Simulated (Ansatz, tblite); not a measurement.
Cost and result up the ladder for `CCC(CC(CC(C)OC(C)=O)OC(C)=O)OC(C)=O` (44 atoms). Total charge 0; singlet. Geometry: PBE-D4/def2-SVP.

Ansatz on 2 threads of AMD EPYC 7R13 on a shared host and a share (18 GiB) of an NVIDIA H100 80GB HBM3; xTB runs through tblite on one thread. Times are rough, summed over both states, and most runs start from the orbitals of an earlier one. ωB97M-V/def2-TZVP serves as the yardstick here, not as an exact answer. The other state is a doublet.

The xTB rows come from tblite. Single mean-field runs in def2-TZVP are fitted with def2-universal-jkfit.

Run but left out: PBE-D4/def2-TZVP (charge +1 doublet: an occupied level 0.00 eV above an empty one).

Raw xTB energies of ions are shifted by several eV.

| level | functions | wall time |
| --- | --- | --- |
| GFN2-xTB | 104 | 0.13 s |
| GFN1-xTB | 128 | 0.22 s |
| PBE0-D4/def2-TZVP (with forces) | 764 | 20 s |
| ωB97M-V/def2-TZVP | 764 | 33 s |

Estimate what each level gives for the vertical IE (eV).


```csv
level,vertical IE (eV),difference from ωB97M-V/def2-TZVP (eV)
GFN2-xTB,13.20,3.28
GFN1-xTB,14.45,4.53
PBE0-D4/def2-TZVP (with forces),9.27,-0.65
ωB97M-V/def2-TZVP,9.92,0.00
```
